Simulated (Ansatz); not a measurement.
Wavefunction ladder for `CBC(C)C`

```xyz
16

C    -1.679   -0.953   -1.018
B    -0.492    0.055   -1.039
C     0.294    0.569    0.215
C     0.016   -0.143    1.533
C     1.796    0.693   -0.050
H    -1.663   -1.628   -1.878
H    -1.794   -1.534   -0.100
H    -2.598   -0.360   -1.148
H    -0.189    0.543   -2.099
H    -0.094    1.603    0.296
H    -1.051   -0.165    1.769
H     0.529    0.345    2.367
H     0.365   -1.180    1.500
H     1.998    1.256   -0.964
H     2.305    1.193    0.779
H     2.256   -0.294   -0.162
```

Charge 0, multiplicity 1. All single points use the PBE0-D4/def2-TZVP geometry. It is one conformer, not always the lowest. Frozen core, restricted reference, Ansatz. CBS rows extrapolate triple and quadruple zeta; past MP2 they add the triple-zeta difference.

```
     basis     HF (Eh)  MP2 corr.  CCSD corr.    (T)  CCSD(T) total
  def2-SVP           ?   -0.66604    -0.73850      ?              ?
def2-TZVPP  -182.62445   -0.81297    -0.87477      ?              ?
def2-QZVPP  -182.63331          ?           –      –              –
 CBS(def2)  -182.63453   -0.90037    -0.96217  as TZ     -183.62972
```

Question: Fill in the withheld values. (Estimate.)

Answer: Computed: def2-SVP HF (Eh): -182.42801; def2-SVP (T): -0.02122; def2-SVP CCSD(T) total: -183.18773; def2-TZVPP (T): -0.03302; def2-TZVPP CCSD(T) total: -183.53224; def2-QZVPP MP2 corr.: -0.86317.
